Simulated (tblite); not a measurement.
Start geometry of `O=C(F)C(F)(F)C(=O)F` from a force field or distance geometry (Å):
```
atom  x, y, z in Å
O1    -1.585   -1.550   -0.290
C2    -1.126   -0.418   -0.352
F3    -1.541    0.480   -1.262
C4    -0.044    0.041    0.590
F5    -0.555    1.092    1.295
F6     0.398   -0.995    1.419
C7     1.150    0.415   -0.225
O8     1.637    1.533   -0.210
F9     1.681   -0.592   -0.991
```

What comes out of this run: GFN2-xTB geometry optimisation, gas phase (tblite 0.8.0)?

```
atom  x, y, z in Å
O1    -1.4909   -1.5658   -0.5725
C2    -1.1614   -0.4626   -0.3654
F3    -1.7092    0.5927   -0.9787
C4    -0.0363    0.0245    0.5845
F5    -0.4554    1.0780    1.3127
F6     0.2800   -0.9652    1.4425
C7     1.2042    0.4396   -0.2480
O8     1.5640    1.5240   -0.4989
F9     1.8186   -0.6591   -0.7013
```

The energy falls by 53.1 kJ/mol over 50 L-BFGS steps, the largest force on an atom goes from 4.97 to 0.008 eV/Å, and the atoms move by 0.221 Å rms after alignment. The bond that changes most is C4–C7 (CF2 carbon to acyl halide carbon), which lengthens by 0.058 Å. Bonds longer at the end by more than 0.005 Å: 2 of 8; shorter: 6. Among the angles that change most is F3–C2–C4, from 116.2° to 109.3°. Among the dihedrals that turn most is O1–C2–C4–F6, from 5° to -17°. Rotational constants go from 2062, 1424, 1390 to 2093, 1416, 1372 MHz. The orientation of the end geometry is arbitrary; only internal coordinates are fixed.

Time: 0.48 s. Hardware: one thread of an Intel Xeon Platinum 8488C, shared host with 96 logical CPUs at a one-minute load of 71.

Its GFN2-xTB frequencies are all real (lowest 29 cm⁻¹). One conformer, not necessarily the lowest.

All values are computed, not measured.
